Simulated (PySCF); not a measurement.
Job file and geometry (Å, from GFN2-xTB) of an NMR shielding run on `[SiH3]c1cccc2snnc12`, C₆H₆N₂SSi, GIAO PBE0/pcSseg-1 NMR shielding, non-relativistic, gas phase (PySCF); density fitting, a coarse starting grid and PySCF grid level 2 are the driver's defaults:

```
$ OMP_NUM_THREADS=1 python probes_run.py task.json out

{"job": {"kind": "nmr", "xc": "PBE0", "basis": "pcSseg-1"}, "charge": 0, "multiplicity": 1}
Si     2.550572     0.055991    -0.023758
C      0.683013    -0.228160    -0.016445
C      0.073326    -1.466221    -0.052113
C     -1.316668    -1.619574    -0.043628
C     -2.162317    -0.531564     0.003090
C     -1.581270     0.727572     0.039786
S     -2.264503     2.313435     0.101575
N     -0.730059     2.999032     0.108471
N      0.203948     2.179261     0.070481
C     -0.171820     0.878588     0.030343
H      2.921829     0.750769     1.206238
H      3.166561    -1.273771    -0.076134
H      2.901482     0.836513    -1.207373
H      0.690300    -2.352041    -0.088670
H     -1.737260    -2.614177    -0.073584
H     -3.234731    -0.646709     0.010311
```

Task: Write the output of this run.

Result: 
```
coarse grid: 15608 points
cycle   1  E = -1028.5782975217  dE =  1.990e+00  |g| = 3.909e-01  |ddm| = 4.495e+00
cycle   2  E = -1028.5393455899  dE =  3.895e-02  |g| = 5.322e-01  |ddm| = 1.057e+00
cycle   3  E = -1028.6102438220  dE = -7.090e-02  |g| = 1.472e-01  |ddm| = 7.028e-01
cycle   4  E = -1028.6149513764  dE = -4.708e-03  |g| = 5.758e-02  |ddm| = 1.894e-01
cycle   5  E = -1028.6156226078  dE = -6.712e-04  |g| = 1.534e-02  |ddm| = 7.449e-02
cycle   6  E = -1028.6156750551  dE = -5.245e-05  |g| = 7.847e-03  |ddm| = 2.718e-02
cycle   7  E = -1028.6156909395  dE = -1.588e-05  |g| = 1.283e-03  |ddm| = 9.599e-03
cycle   8  E = -1028.6156912634  dE = -3.238e-07  |g| = 6.639e-04  |ddm| = 2.222e-03
final grid: 145136 points
cycle   9  E = -1028.6731399972  dE = -2.486e-05  |g| = 8.549e-03  |ddm| = 5.204e-02
cycle  10  E = -1028.6731088112  dE =  3.119e-05  |g| = 1.362e-02  |ddm| = 2.523e-02
cycle  11  E = -1028.6731577353  dE = -4.892e-05  |g| = 2.503e-03  |ddm| = 1.785e-02
cycle  12  E = -1028.6731591875  dE = -1.452e-06  |g| = 4.431e-04  |ddm| = 3.112e-03
cycle  13  E = -1028.6731592303  dE = -4.280e-08  |g| = 1.305e-04  |ddm| = 5.892e-04
cycle  14  E = -1028.6731592340  dE = -3.649e-09  |g| = 5.349e-05  |ddm| = 1.807e-04
cycle  15  E = -1028.6731592347  dE = -7.412e-10  |g| = 1.612e-05  |ddm| = 7.623e-05
converged SCF energy = -1028.6731592347

GIAO shielding tensors (ppm)
atom      isotropic    diamagn.    paramagn.     s11        s22        s33       span
  0 Si     420.058     880.737    -460.679    382.980    423.773    453.423     70.443
  1 C       51.274     257.903    -206.629    -30.190     -4.384    188.397    218.586
  2 C       47.212     251.823    -204.612    -63.632     36.377    168.890    232.522
  3 C       54.743     254.741    -199.998    -55.109     43.247    176.093    231.203
  4 C       60.157     250.148    -189.991    -38.608     40.262    178.816    217.424
  5 C       35.135     267.871    -232.736    -38.231     -0.265    143.903    182.134
  6 S        3.431    1055.935   -1052.504   -488.761    184.944    314.110    802.871
  7 N     -203.822     318.457    -522.279   -550.232   -184.709    123.475    673.707
  8 N     -207.243     326.803    -534.046   -600.375   -187.895    166.541    766.916
  9 C       25.343     249.522    -224.179    -39.849     15.828    100.051    139.900
 10 H       26.464      28.568      -2.104     22.545     25.180     31.666      9.121
 11 H       27.107      28.910      -1.803     22.835     26.587     31.899      9.064
 12 H       26.461      28.567      -2.106     22.537     25.182     31.664      9.127
 13 H       23.520      32.059      -8.540     18.728     23.630     28.201      9.473
 14 H       23.830      30.007      -6.177     19.571     24.792     27.128      7.557
 15 H       23.209      30.440      -7.231     17.601     24.321     27.706     10.105
```

Task: Turn these shieldings into chemical shifts. Shifts are taken against calculated references (same method and geometry level): ²⁹Si (349.16 ppm), ¹³C (186.93 ppm), ¹H (31.72 ppm) vs TMS; CS2 for ³³S (503.73 ppm); ¹⁵N (267.73 ppm) vs NH3.

Result: Averaging equivalent atoms: Si 0: -70.9; C 9: 161.6; C 5: 151.8; C 2: 139.7; C 1: 135.7; C 3: 132.2; C 4: 126.8; S 6: 500; N 8: 475.0; N 7: 471.6; H 15: 8.51; H 13: 8.20; H 14: 7.89; H 10/11/12: 5.04 ppm. Experimental scales use liquid or dissolved standards, which lie at an offset from isolated NH3 (liquid NH3: subtract about 20 ppm). Unscaled 15N shifts of sp2 nitrogen come out 20 to 40 ppm too high even then.

Size and cost of the density-fitted run: 214 basis functions, 49 s wall time on 1 thread of an Arm Neoverse V1, shared host; peak memory 0.94 GiB.
